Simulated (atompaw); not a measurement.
# Logarithmic derivatives: P, PAW (atompaw)

| Item | Value |
| --- | --- |
| Element | phosphorus |
| Generator | atompaw 4.2.0.5 |
| Type | PAW |
| Functional | PBE |
| Relativity | scalar-relativistic |
| Frozen core | [Ne] |
| Valence charge | 5 |
| Reference configuration | 3s1.5 3p3.5 |
| Partial waves | 3s (bound): rc 2.30 bohr; 3s channel at -0.1 Ry: rc 1.45 bohr; 3p (bound): rc 2.30 bohr; 3p channel at -0.1 Ry: rc 2.30 bohr |
| Local potential | troulliermartins scheme with l = 2 at 0.5 Ry, radius 1.80 bohr |
| Core correction | smooth core density matched at 1.70 bohr |
| Augmentation charge | sinc compensation charge, radius 1.90 bohr; PAW radius 2.30 bohr; waves and projectors: custom rrkj gramschmidtortho |

The phase is arctan(r·u′/u) with u = r·R(r), unwrapped; energies in Ry, scanned from -3 to 5 Ry. A pole is an energy at which the radial function vanishes at the test radius. The pseudo phase is shifted by a multiple of π to meet the all-electron one at the reference energy, and phase errors are pseudo minus all-electron; the curves can meet again beyond the range given. Levels narrower than the energy grid can be missing from the lists of poles.

Question: For each channel, where are the poles, and over which energies does the pseudopotential scatter like the atom?

Answer:

```csv
channel,radius (bohr),reference energy (Ry),"poles, all-electron","poles, pseudo",unbroken range about the reference energy with phases within 0.05 rad,phase error 1 Ry above the reference energy (rad)
s,2.30,-1.05,0.11,"0.11, 3.27",below 2.2,-0.000
p,2.30,-0.43,1.11,1.11,below 3.4,-0.000
```

Phases in the p channel:

| E (Ry) | all-electron | pseudo |
| --- | --- | --- |
| -3.00 | 1.269 | 1.269 |
| -2.52 | 1.226 | 1.225 |
| -2.04 | 1.158 | 1.157 |
| -1.56 | 1.033 | 1.033 |
| -1.08 | 0.740 | 0.740 |
| -0.60 | -0.141 | -0.141 |
| -0.12 | -1.067 | -1.067 |
| 0.36 | -1.383 | -1.383 |
| 0.84 | -1.521 | -1.521 |
| 1.32 | -1.604 | -1.604 |
| 1.80 | -1.667 | -1.669 |
| 2.28 | -1.726 | -1.730 |
| 2.76 | -1.791 | -1.802 |
| 3.24 | -1.877 | -1.907 |
| 3.72 | -2.014 | -2.105 |
| 4.20 | -2.288 | -2.639 |
| 4.68 | -2.946 | -3.739 |
